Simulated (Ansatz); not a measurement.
Program: Ansatz. Geometries: PBE0-D4/def2-TZVP. ΔE: electronic, gas phase. CBS: MP2 limit from def2 TZ/QZ plus the TZ coupled-cluster correction, frozen cores. Functionals use def2-TZVPP. B3LYP here is the variant with VWN-RPA as its local correlation; programs differ in this. For Ge outer-core shells are correlated without core-valence functions, which leaves a few kJ/mol of doubt a bond. Scalar relativity is left out up to krypton. Each species was taken in one conformer, which may not be the lowest.

`[OH][GeH]([F])[SiH2]Cl` + `[SH][GeH2][Cl]` → `Cl[SiH2][S][GeH2][Cl]` + `[OH][GeH2][F]`  (cleavage of the Si–Ge bond)

`[OH][GeH]([F])[SiH2]Cl`:

Z-matrix (Å, degrees):
```
Ge
F 1 1.745
Si 1 2.396 2 105.3
O 1 1.764 2 107.6 3 116.9
H 1 1.533 2 106.5 3 -130.0
Cl 3 2.062 1 105.1 2 84.3
H 3 1.483 1 111.6 2 -158.6
H 3 1.481 1 112.3 2 -34.0
H 4 0.962 1 112.6 2 -75.9
```

`[SH][GeH2][Cl]`:

```xyz
6

S     1.208    0.453   -1.213
Ge   -0.415    0.209    0.260
Cl    0.330   -0.671    2.082
H     1.295   -0.862   -1.474
H    -1.498   -0.743   -0.255
H    -0.920    1.613    0.599
```

`Cl[SiH2][S][GeH2][Cl]`:

```xyz
9

Cl   -0.427   -0.677   -2.360
Si   -1.229    0.593   -0.960
S    -1.136   -0.224    0.999
Ge    1.031   -0.664    1.155
Cl    2.174    1.100    0.691
H    -2.669    0.768   -1.242
H    -0.486    1.866   -1.058
H     1.458   -1.739    0.155
H     1.285   -1.023    2.620
```

`[OH][GeH2][F]`:

Z-matrix (Å, degrees):
```
Ge
F 1 1.738
O 1 1.761 2 107.6
H 1 1.526 2 107.8 3 114.3
H 1 1.534 2 105.1 3 -119.6
H 3 0.960 1 113.6 2 -67.0
```

Is it downhill or uphill in electronic energy at CCSD(T)/CBS, and by how much? (Estimate.)

Computed: Downhill: ΔE = -0.65 eV.

What do these levels give: PBE-D4, B3LYP-D4, ωB97M-V, PBE, r2SCAN, B3LYP, HF/def2-TZVPP, HF/def2-QZVPP, MP2/def2-QZVPP, HF/CBS(def2), MP2/CBS(def2), CCSD/CBS(def2)? (Estimate.)

Computed: PBE-D4 -0.52, B3LYP-D4 -0.59, ωB97M-V -0.64, PBE -0.47, r2SCAN -0.59, B3LYP -0.50, HF/def2-TZVPP -0.64, HF/def2-QZVPP -0.64, MP2/def2-QZVPP -0.76, HF/CBS(def2) -0.64, MP2/CBS(def2) -0.76, CCSD/CBS(def2) -0.63 eV.

Largest T1 diagnostic among the species: 0.012.

From PBE to PBE0 (25 % exact exchange), in def2-TZVPP and without D4, ΔE moves by −0.07 eV. The D4 term adds −0.08 eV with B3LYP and −0.05 eV with PBE0; it sums over pairs of atoms, weighted by their polarisabilities, and B3LYP, whose exchange is more repulsive, gets the larger term.
